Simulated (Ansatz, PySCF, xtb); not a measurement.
Gas-phase reaction in SMILES: NC1CCC1 + 5 C (CH4) -> 4 CC (C2H6) + CN (CH5N) [methanamine]
Each molecule is optimised on its own at B3LYP-D3(BJ)/def2-TZVP (Ansatz, an electronic-structure program), one conformer each, not searched for the lowest.

Property: bond separation energy (enthalpy at 298 K, with B3LYP-D3(BJ) rigid-rotor harmonic-oscillator terms from PySCF), in kcal/mol. Correlated levels leave the core frozen unless marked. Spin-orbit coupling is left out. Non-relativistic. Basis-set limits of correlation are two-point, X^-3; Hartree-Fock from the larger set. [CCSD(T)-MP2]/basis is that difference in the basis named.

```json
[
 {"level": "GFN2-xTB", "program": "xtb", "bond separation energy (kcal/mol)": "(withheld)"},
 {"level": "PBE-D3(BJ)/def2-TZVPD", "program": "Ansatz + dftd3", "bond separation energy (kcal/mol)": "(withheld)"},
 {"level": "BLYP/def2-TZVPD", "program": "Ansatz", "bond separation energy (kcal/mol)": "(withheld)"},
 {"level": "PBE0-D4/def2-TZVP", "program": "Ansatz + dftd4", "bond separation energy (kcal/mol)": "-9.0"},
 {"level": "PBE0/def2-QZVPP", "program": "Ansatz", "bond separation energy (kcal/mol)": "-9.5"},
 {"level": "BHLYP/def2-TZVPD", "program": "Ansatz", "bond separation energy (kcal/mol)": "(withheld)"},
 {"level": "HSE06/def2-TZVPD", "program": "Ansatz", "bond separation energy (kcal/mol)": "-9.8"},
 {"level": "B2PLYP/def2-TZVPD", "program": "Ansatz", "bond separation energy (kcal/mol)": "-9.0"},
 {"level": "RPA@PBE/cc-pVTZ", "program": "Ansatz", "bond separation energy (kcal/mol)": "-7.9"},
 {"level": "SCS-MP2/aug-cc-pVTZ", "program": "Ansatz", "bond separation energy (kcal/mol)": "-7.6"},
 {"level": "CCSD/6-31G", "program": "Ansatz", "bond separation energy (kcal/mol)": "-8.6"},
 {"level": "RI-MP2/CBS(cc-pVTZ,cc-pVQZ)+[CCSD(T)-MP2]/cc-pVTZ", "program": "Ansatz", "bond separation energy (kcal/mol)": "-7.6"}
]
```

Problem. Fill in the missing entries.

Solution. 
- GFN2-xTB, bond separation energy (kcal/mol): -2.5
- PBE-D3(BJ)/def2-TZVPD, bond separation energy (kcal/mol): -8.2
- BLYP/def2-TZVPD, bond separation energy (kcal/mol): -8.7
- BHLYP/def2-TZVPD, bond separation energy (kcal/mol): -11.8
